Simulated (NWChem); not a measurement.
Species: CH9NSi2; SMILES N[SiH2]C[SiH3]

```xyz
13

Si     0.0626     2.1018     0.1011
C     -0.7604     0.4107    -0.0763
Si     0.4314    -1.0478    -0.1601
N     -0.4238    -2.5320     0.1576
H     -0.9300     3.2029    -0.0503
H      1.1179     2.2950    -0.9325
H      0.6991     2.2349     1.4401
H     -1.4341     0.2593     0.7773
H     -1.3869     0.4207    -0.9788
H      1.4740    -0.9524     0.8984
H      1.1312    -0.9781    -1.4822
H     -1.1678    -2.8196    -0.4685
H      0.1166    -3.3399     0.4462
```
Atoms are numbered in this order, from 1.

Computed with NWChem. Coordinates come from a B3LYP/6-31G* (spherical d) optimisation. GIAO values for the isolated, static molecule; σ is the absolute isotropic shielding, δ = σ(reference) − σ with the isolated reference molecule computed at the same levels (13C: tetramethylsilane, 1H: tetramethylsilane, 15N: ammonia, 29Si: tetramethylsilane).

### Question
Estimate the computed values for KT2/pcSseg-1. Quantities: δ C2 (ppm); δ Si3 (ppm); δ N4 (ppm); δ H5 (rotor mean) (ppm); δ H9 (ppm); δ H10 (ppm); δ H11 (ppm).

### Answer
```json
{
  "δ C2 (ppm)": "-8.2",
  "δ Si3 (ppm)": "-30.7",
  "δ N4 (ppm)": "13.6",
  "δ H5 (rotor mean) (ppm)": "3.97",
  "δ H9 (ppm)": "0.13",
  "δ H10 (ppm)": "4.64",
  "δ H11 (ppm)": "5.18"
}
```
